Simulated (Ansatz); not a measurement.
Cartesian coordinates in Å:
```
O 0.078 -1.391 -0.915
Mo 0.170 0.104 0.172
O -1.595 0.027 0.655
F -0.430 1.276 -1.136
F 0.634 -0.934 1.611
F 1.850 0.252 -0.623
Cl 0.817 1.902 1.426
H 0.839 -1.676 -1.435
H -2.363 0.439 0.245
```

Charge 0, multiplicity 1. Mo: def2 effective core potential.

Q: List the r2SCAN/def2-TZVPP orbital energies in eV (the Gaussian-basis code of Ansatz). (Best estimate.)

A: Computed: Occupied: -2753.51, -666.90, -666.49, -666.40, -517.82, -517.52, -254.91, -193.41, -193.33, -193.33, -73.86, -46.96, -46.90, -46.70, -31.38, -30.74, -30.49, -27.47, -27.24, -21.22, -15.24, -14.58, -13.43, -12.83, -12.55, -12.28, -11.75, -11.17, -11.11, -11.04, -10.45, -10.30, -10.14, -9.60, -9.45, -9.04, -8.37, -8.32. Lowest empty: -5.23, -5.09, -5.03, -1.31, -0.48, 0.10, 0.78, 1.58.
